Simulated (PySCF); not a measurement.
Compound: C6H10OSi2.
Structure used (PBE0-D3(BJ)/def2-SVP), in Å, numbered top down from 1:
```xyz
19
C6H10OSi2 angstrom
C     -3.7921   -1.8066    0.6808
C     -3.0679   -0.5551    0.5691
C     -2.4562    0.4949    0.4731
Si    -1.5507    2.0701    0.3266
C      0.1911    1.7452   -0.1656
C      1.3511    1.5227   -0.4903
Si     3.0831    1.1183   -0.9602
O      3.6060   -0.1999   -0.1025
C      2.9373   -1.4318   -0.0684
H     -4.5628   -1.8867   -0.1014
H     -3.1102   -2.6644    0.5747
H     -4.2904   -1.8879    1.6593
H     -1.5542    2.7891    1.6325
H     -2.1845    2.9335   -0.7108
H      3.9865    2.2423   -0.6101
H      3.1020    0.8552   -2.4308
H      3.4690   -2.1003    0.6250
H      1.8956   -1.3249    0.2845
H      2.9155   -1.9168   -1.0619
```

Computed with PySCF at PBE0/pcSseg-1, non-relativistic, on one gas-phase PBE0-D3(BJ)/def2-SVP geometry that isn't relaxed in the solvent. The solvent is an IEF-PCM continuum (cavity from Bondi-type radii × 1.2). Only the electrostatic response of the medium enters.

Gas phase at PBE0/pcSseg-1: HOMO -7.83 eV, LUMO -0.89 eV, dipole 3.05 D.

**Question.** What does the continuum do to the energy, the frontier levels and the dipole at PBE0/pcSseg-1 in benzene and dimethylsulfoxide?

**Answer.** 
```tsv
solvent	ε	E(solvent) − E(gas) (kcal/mol)	polarisation term (kcal/mol)	distortion of the solute (kcal/mol)	HOMO (eV)	LUMO (eV)	dipole (D)
benzene	2.271	-2.24	-2.38	0.14	-7.84	-0.94	3.40
dimethylsulfoxide	46.83	-5.01	-5.73	0.72	-7.90	-1.04	3.79
```

The polarisation term is half the interaction of the solute with the surface charges that it induces; the rest is the cost of distorting the solute's density. The sum is the electrostatic part of solvation alone. From benzene to dimethylsulfoxide the lowering changes by a factor 2.24, Onsager's factor (ε − 1)/(2ε + 1) by 2.11 and ε itself by 20.6.

**Question.** Which radius a makes the point-dipole formula ΔE = −[(ε − 1)/(2ε + 1)]·μ²/a³ give the value in dimethylsulfoxide, with the gas-phase dipole?

**Answer.** μ = 1.200 au and |ΔE| = 0.00798 Eh give a = 2.35 Å; the farthest nucleus lies 4.97 Å from the centroid of the nuclei, so such a sphere wouldn't even hold the nuclei. The formula assumes a rigid point dipole at the centre of a sphere.

**Question.** Give the dipole vector in the frame of the coordinates (D, pointing from negative to positive charge), gas and dimethylsulfoxide.

**Answer.** Gas (-2.01, -2.29, -0.08), solvent (-2.46, -2.88, -0.19). Its length changes by +24 % and its direction by 2°.

**Question.** Which IAO charges (PBE0/pcSseg-1) respond most in benzene (means over atoms taken as equivalent)?

**Answer.** 
| atoms | environment | gas (e) | solvent (e) | change |
| --- | --- | --- | --- | --- |
| C3 | alkyne carbon | -0.391 | -0.404 | -0.013 |
| O8 | silyl ether oxygen | -0.628 | -0.635 | -0.007 |
| H10/H11/H12 | methyl hydrogen | +0.175 | +0.181 | +0.006 |
| C1 | propargylic carbon | -0.432 | -0.436 | -0.004 |
| C5 | alkyne carbon | -0.304 | -0.308 | -0.004 |
| C2 | alkyne carbon | +0.020 | +0.024 | +0.004 |

On one thread, Arm Neoverse N1 (aarch64), no GPU, shared host with 64 logical CPUs at a one-minute load of 52, this took 68 s and 1.2 GiB of memory at its peak. This is the whole shielding run at PBE0/pcSseg-1 in dimethylsulfoxide, SCF included.
